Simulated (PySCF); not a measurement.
**Orbital picture of Zn2**

PBE0 at R = 3.223 Å; PySCF, scalar-relativistic core potentials, basis sets Zn cc-pVDZ-PP with ECP10. State: ¹Σg⁺ (singlet), closed shell. Only the outer orbitals are listed.

```tsv
orbital	occ.	ε (eV)	main shells (%)
σg	2	-7.59	97 s
σu	2	-5.97	98 s
σg	0	-1.04	96 p
πu	0	-0.97	100 p
πu	0	-0.97	100 p
```

Which are the highest filled and the lowest empty level, where do they sit, and how wide is the gap?

Highest filled σu at -5.97 eV (in %: 98 s); lowest empty σg at -1.04 eV (in %: 96 p); the gap at PBE0 is 4.93 eV.

```
bond order (Mayer)             : 0.14
⟨S²⟩                           : 0.000
polarisability along the bond  : 126.1 bohr³
polarisability across the bond : 71.9 bohr³
```

Closed-shell solutions of metal pairs were not tested for spin polarisation, which can lower them a little.
